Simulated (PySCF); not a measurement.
CH5FGeO, SMILES C[O][GeH2][F].

Coordinates come from a PBE0-D3(BJ)/def2-SVP optimisation. One conformer was computed; it need not be the lowest.

These are PySCF with PBE0-D3(BJ)/def2-SVP values and carry that method's errors.

Frequencies are harmonic and unscaled.

Computed normal modes with their intensities:
```
mode  ν (cm⁻¹)  IR (km/mol)  Raman (Å⁴/amu)  depolarisation  moving atoms (share of kinetic energy)
----  --------  -----------  --------------  --------------  --------------------------------------
1           76          6.7             0.4            0.73          F 34 %, C 23 %, H 23 %, O 14 %
2          102          0.6             0.0               –                                  H 93 %
3          202          8.6             0.8            0.45          O 31 %, H 27 %, C 26 %, F 11 %
4          278         17.3             0.9            0.64         O 42 %, F 22 %, Ge 18 %, H 10 %
5          590         70.3             7.3            0.72                         H 78 %, Ge 11 %
6          660         43.2            13.5            0.40         O 39 %, H 35 %, Ge 14 %, C 10 %
7          685         14.1            15.8            0.57                          H 70 %, O 21 %
8          716         89.1             2.0            0.34                         F 75 %, Ge 23 %
9          822        140.6            12.3            0.75                                  H 95 %
10         848         63.2            14.4            0.75                                  H 97 %
11        1156        166.8             3.2            0.70                  O 44 %, C 37 %, H 19 %
12        1176          4.4             2.2            0.71                          H 75 %, C 19 %
13        1204         39.6             1.3            0.23                  H 61 %, C 22 %, O 17 %
14        1469          3.4            13.2            0.73                                  H 94 %
15        1471          8.7            12.2            0.73                                  H 92 %
16        1480         12.1            16.1            0.75                                  H 96 %
17        2178         87.2           147.5            0.15                                  H 99 %
18        2233         89.7           134.0            0.27                                  H 99 %
19        3007         61.2           125.3            0.01                                  H 97 %
20        3091         37.3            69.2            0.59                           H 91 %, C 9 %
21        3139         22.6           112.3            0.58                           H 91 %, C 9 %
```
